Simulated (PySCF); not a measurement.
**Working out the excitation energy of Sb**

Sb [Kr] 4d10 5s2 5p3 (4S) → Sb [Kr] 4d10 5s1 5p3 5d1 (6D). All numbers are calculated (PySCF 2.14, scalar relativity through the core potential, in aug-cc-pwCVDZ-PP with ECP28MDF (6s5p4d1f, 48 functions)). Frozen: 4s2 4p6 4d10. Energies in hartree (1 hartree = 27.21139 eV):

| part | Sb (lower) | Sb (upper) |
| --- | --- | --- |
| UHF | -239.273470 | -238.849504 |
| CCSD correlation | -0.064435 | -0.018883 |
| (T) | -0.001180 | -0.000127 |

What does Hartree-Fock give?

(-238.849504) − (-239.273470) = 0.423966 hartree = 11.537 eV.

What do CCSD and CCSD(T) give?

The CCSD correlation energies differ by 0.045552 hartree = 1.240 eV and the triples by 0.001053 hartree = 0.029 eV, so CCSD gives 12.777 eV and CCSD(T) 12.806 eV.

The upper state lies above the first ionisation limit, but in LS coupling its spin forbids autoionisation to the ground ion; at this Z spin-orbit coupling breaks that rule.

A double-zeta basis recovers only part of the correlation energy.
